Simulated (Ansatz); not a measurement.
Reaction (redistribution): `B[Si](O)(F)[SiH3]` + `O[Si]1(Cl)CN1` → `B[Si]1(O)CN1` + `O[Si](F)([SiH3])Cl`

Gas-phase electronic energies from Ansatz, PBE0-D4/def2-TZVP geometries. CCSD(T)/CBS is the MP2 limit (def2-TZVPP, def2-QZVPP) plus CCSD(T) − MP2 in def2-TZVPP, frozen cores. DFT in def2-TZVPP. One conformer a species, not always the lowest.

```json
{"level": "PBE-D4", "ΔE (kJ/mol)": "-28.3"}
{"level": "B2PLYP", "ΔE (kJ/mol)": "-24.0"}
```

(1) What does CCSD(T)/CBS give? (An estimate is asked.)

Largest T1 diagnostic among the species: 0.014.

## Answers

(1) Ansatz gave: -22.8 kJ/mol. The listed levels differ from it by -5.5, -1.2 kJ/mol.

In def2-TZVPP, CCSD(T) changes the Hartree–Fock value by −4.2 kJ/mol (the triples alone add −1.3 kJ/mol) and MP2 by −5.1 kJ/mol. From PBE to PBE0 (25 % exact exchange), in def2-TZVPP and without D4, ΔE moves by +4.2 kJ/mol.
